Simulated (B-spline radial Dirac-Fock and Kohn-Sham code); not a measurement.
Binding energies of W¹⁵⁺

System: the W¹⁵⁺ ion, [Kr] 4d10 4f11 5s2; nuclear rms radius 5.3658 fm (A = 184).

Input of the calculation (task.json; shells as n, l, electrons):

```json
{"items": [{
  "Z": 74,
  "q": 15,
  "cfg": [[1, 0, 2], [2, 0, 2], [2, 1, 6], [3, 0, 2], [3, 1, 6], [3, 2, 10], [4, 0, 2], [4, 1, 6], [4, 2, 10], [4, 3, 11], [5, 0, 2]],
  "A": 184,
  "rrms": 5.3658,
  "do": ["binding"]
}]}
```

Run with: `python xray_run.py task.json out`

Model: ΔSCF Dirac-Fock with Breit, self-energy and vacuum polarisation, finite nucleus, configuration average. Program: an atomic code on a B-spline grid. Correlation energy is missing from these numbers. Energies are counted from the vacuum level.

All terms are in eV, carry their sign (relaxation lowers the binding energy) and add up to the binding energy; ⟨r⟩ is the mean radius of the orbital in the initial state.

```tsv
subshell	−ε (Koopmans)	relaxation	Gaunt	retardation	QED	binding energy	⟨r⟩ (bohr)
K	70305.3	-78.36	-251.99	22.91	-120.07	69877.7	0.018
L1	12548.1	-43.11	-27.61	1.96	-17.52	12461.8	0.077
L2	11988.2	-47.59	-47.56	5.10	0.04	11898.2	0.064
L3	10632.6	-44.51	-32.71	6.92	-1.69	10560.6	0.072
M1	3208.2	-20.56	-5.03	0.33	-4.04	3178.9	0.200
M2	2959.6	-21.57	-8.87	0.85	-0.08	2929.9	0.190
M3	2661.8	-20.02	-5.84	1.31	-0.42	2636.8	0.205
M4	2250.0	-22.62	-3.85	0.35	0.32	2224.2	0.180
M5	2185.9	-22.06	-2.62	0.38	0.15	2161.7	0.184
N1	949.0	-5.42	-1.16	0.09	-0.99	941.5	0.446
N2	843.6	-5.39	-1.98	0.20	0.00	836.4	0.451
N3	772.1	-4.63	-1.24	0.31	-0.08	766.4	0.480
N4	599.3	-4.51	-0.64	0.07	0.08	594.3	0.491
N5	585.7	-4.26	-0.38	0.07	0.04	581.2	0.501
N6,7	368.2	-4.01	0.08	-0.02	0.05	364.3	0.531
O1	360.7	-0.44	-0.30	0.03	-0.24	359.7	0.940
```

For the deepest level, K (1s), the Breit terms make up -0.328 % of the binding energy, QED -0.172 % and orbital relaxation -0.112 %.

Going to the tabulated ground configuration of the next ion removes an electron from O1 (5s), computed at 359.7 eV. NIST lists 361.9 ± 1.5 eV as the ionisation energy of this species (semi-empirical), +2.18 eV from the computed value. Where a p, d or f shell is open in either ion the computed value averages over both j values and all terms, while the table refers to the lowest levels; that difference holds spin-orbit splitting (largest in heavy or highly charged ions), term energies where several electrons share open shells, and correlation, and it can reach 10 % or more.
